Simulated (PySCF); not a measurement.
CH₂F, SMILES [CH2]F, multiplicity 2.

Coordinates come from a B3LYP-D3(BJ)/def2-TZVPD optimisation. The isomer is the one that the SMILES or the coordinates give; other isomers of the formula were not compared.

Computed with PySCF with B3LYP-D3(BJ)/def2-TZVPD.

No scaling factor is applied to the harmonic values.

Computed normal modes with their intensities:
| mode | ν (cm⁻¹) | IR (km/mol) | moving atoms (share of kinetic energy) |
|---|---|---|---|
| 1 | 501 | 52.5 | H 76 %, C 23 % |
| 2 | 1167 | 7.6 | H 80 %, C 15 % |
| 3 | 1175 | 128.6 | C 49 %, F 42 %, H 8 % |
| 4 | 1463 | 4.4 | H 89 %, C 11 % |
| 5 | 3134 | 12.0 | H 97 % |
| 6 | 3292 | 5.9 | H 88 %, C 12 % |
